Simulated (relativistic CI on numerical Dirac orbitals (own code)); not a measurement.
## Ti4+ in a cubic cluster: L2,3 absorption with charge transfer

Computed with a charge-transfer multiplet model of a cubic metal-ligand cluster with up to 2 ligand holes, Slater and spin-orbit integrals from Dirac-Coulomb-Breit ions, Slater integrals scaled by 0.7. The parameters are those of a tetrahedral site (10Dq negative, t2 hopping the larger). The ground state mixes d0 with configurations of k ligand holes L, whose averages lie at kΔ + k(k − 1)U_dd/2; a core hole lowers each added d electron by U_cd. 20 K, Lorentzian 0.4 eV and Gaussian 0.3 eV FWHM.

Atomic integrals in eV (Slater integrals scaled, ζ unscaled), ground: F2dd 5.756, F4dd 3.579, zeta_d 0.013; with the core hole: F2dd 5.756, F4dd 3.579, zeta_d 0.032, zeta_core 3.741, F2cd 4.433, G1cd 3.312, G3cd 1.881. Where a configuration has fewer than two d electrons, the dd integrals are those of d2.

Cluster parameters (eV): Δ = -0.3, U_dd = 5, 10Dq = -0.1, 10Dq(ligand) = 0, V(eg) = 0.62, V(t2g) = -1.06, final-state hopping factor = 0.8.

```
         Case   n_d    d0   d1L  d2L2     S
U_cd = 5.1 eV  0.83  0.29  0.58  0.12  0.00
U_cd = 6.3 eV  0.83  0.29  0.58  0.12  0.00
U_cd = 8.1 eV  0.83  0.29  0.58  0.12  0.00
```

Weights, n_d and S are thermal averages at 20 K. Photon energies count from the first peak over 30 % of the highest in each spectrum, which can be another peak from case to case. The parameters are a model scan and need not match a compound or its usual spin state. Peaks in eV (height, largest 100):
- U_cd = 5.1 eV: 0.0 (53), 1.1 (39), 2.2 (9), 5.2 (100), 6.4 (58)
- U_cd = 6.3 eV: 0.0 (66), 0.7 (67), 1.8 (17), 2.9 (9), 4.9 (99), 6.1 (100), 10.2 (7)
- U_cd = 8.1 eV: 0.0 (57), 0.6 (64), 5.1 (87), 6.3 (100), 11.3 (16)

Curve for U_cd = 8.1 eV (points under 2 left out, the grid thinned):

(E (eV), Intensity): (-2.9, 2.1), (-2.5, 3.1), (-2.1, 3.4), (-1.8, 4.6), (-1.4, 8.7), (-1.0, 22.6), (-0.6, 35.7), (-0.2, 48.9), (0.2, 52.9), (0.5, 61.3), (0.9, 46.7), (1.3, 28.7), (1.7, 20.8), (2.1, 16.0), (2.4, 10.9), (2.8, 8.2), (3.2, 8.1), (3.6, 10.7), (4.0, 17.8), (4.4, 33.3), (4.7, 60.9), (5.1, 86.6), (5.5, 61.1), (5.9, 60.3), (6.3, 100.0), (6.6, 60.0), (7.0, 26.5), (7.4, 16.9), (7.8, 10.0), (8.2, 8.2), (8.6, 6.4), (8.9, 4.9), (9.3, 4.7), (9.7, 5.9), (10.1, 7.2), (10.5, 8.0), (10.8, 9.3), (11.2, 15.9), (11.6, 11.2), (12.0, 6.1), (12.4, 5.0), (12.8, 3.0), (13.1, 2.1), (13.7, 3.9), (14.1, 2.5)

A d0 ion has no d-d gap: its lowest excitations are ligand-to-metal charge transfer. With the core hole the configuration with one ligand hole lies at Δ + U_dd − U_cd = -0.4, -1.6, -3.4 eV from the one without, in the order of the table; where this is negative the screened configuration lies lower, though the effective hopping of about 2.2 eV (from the holes of the mixed ground state) mixes the two strongly wherever it is as large as the gap.

With at most 2 ligand holes the space is cut while the next configuration still counts, so covalency is underestimated, and a final configuration with one more ligand hole, which can lie low, is missing from the spectra.
